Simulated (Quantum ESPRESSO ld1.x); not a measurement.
Q: Coherent X-ray form factor from a spherical all-electron density. All-electron calculation, scalar-relativistic Kohn-Sham, LDA (Slater exchange, Perdew-Zunger correlation), spin-polarised, spherical densities, point nucleus, Latter tail correction. Program: ld1.x of Quantum ESPRESSO 7.5.

| sin(theta)/lambda (1/angstrom) | f0 (electrons) |
|---|---|
| 0.05 | 6.751 |
| 0.1 | 6.108 |
| 0.15 | 5.288 |
| 0.2 | 4.474 |
| 0.25 | 3.765 |
| 0.3 | 3.190 |
| 0.4 | 2.402 |
| 0.5 | 1.958 |
| 0.6 | 1.708 |
| 0.8 | 1.442 |
| 1 | 1.255 |
| 1.25 | 1.034 |
| 1.5 | 0.831 |
| 2 | 0.516 |

The species is in the configuration that NIST lists as its ground one. Which atom or ion scatters so?

A: Neutral nitrogen, [He] 2s2 2p3. Extrapolating in s^2 from the first two rows gives f0(0) = 7.0, near the electron count 7; among species with that count, the fall with angle is slower the higher Z, and the table is that of Z = 7; from so few rows the species is fixed only to a neighbour or two.
